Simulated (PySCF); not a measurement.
## Spin states and ions at one geometry of BiCl5

PySCF 2.14.0, RKS PBE, Bi def2-SVP with ECP60, Cl def2-SVP; non-relativistic Hamiltonian with scalar-relativistic core potentials where named; density fitting; no spin-orbit coupling; singlets restricted, open shells unrestricted. The geometry is relaxed for charge 0, singlet, vacuum:

```xyz
6

Bi    0.0000    0.0000   -0.0427
Cl    0.0000    0.0000    2.4108
Cl    2.4424    0.0000   -0.5665
Cl    0.0000    2.4424   -0.5665
Cl   -2.4424    0.0000   -0.5665
Cl    0.0000   -2.4424   -0.5665
```

Energies count from the relaxed state; an electron taken off or put on is at rest in vacuum. Charges and spins are Mulliken's.

```json
{"state": "charge 0, singlet, vacuum", "energy (eV)": "0.00", "spin squared": "0.00", "charge on Bi1 (e)": "0.94", "spin on Bi1 (e)": "0.00", "dipole about the centre of mass (D)": "0.12"}
{"state": "charge +1, doublet, vacuum", "energy (eV)": "10.14", "spin squared": "0.75", "charge on Bi1 (e)": "0.96", "spin on Bi1 (e)": "-0.04", "dipole about the centre of mass (D)": "0.92"}
{"state": "charge -1, doublet, vacuum", "energy (eV)": "-4.24", "spin squared": "0.75", "charge on Bi1 (e)": "0.88", "spin on Bi1 (e)": "0.13", "dipole about the centre of mass (D)": "0.00"}
```

Q: What does the state charge 0, triplet, vacuum give?

A: energy (eV) 0.76, spin squared 2.00, charge on Bi1 (e) 0.91, spin on Bi1 (e) 0.10, dipole about the centre of mass (D) 0.98.

With an electron taken off (doublet) the charges change, summed by element, by Bi +0.03 e, Cl +0.97 e. The vertical ionisation energy is 10.14 eV, against −ε(HOMO) = 7.52 eV of the relaxed state. The level lies 2.6 eV too high, as is usual for semilocal functionals and global hybrids, which keep a self-interaction error.

With an electron put on (doublet) the charges change, summed by element, by Bi -0.05 e, Cl -0.95 e. The vertical electron affinity is 4.24 eV, against −ε(LUMO) = 6.80 eV of the relaxed state. The basis has no diffuse functions, which an added electron needs.

Open shells may have lower solutions than those found.

A frequency check found unstable modes (1, the lowest at -33 cm⁻¹), so the relaxed geometry is a saddle point, or these are noise. The gap of the closed shell is small, and it wasn't tested for a lower spin-broken solution at this geometry.
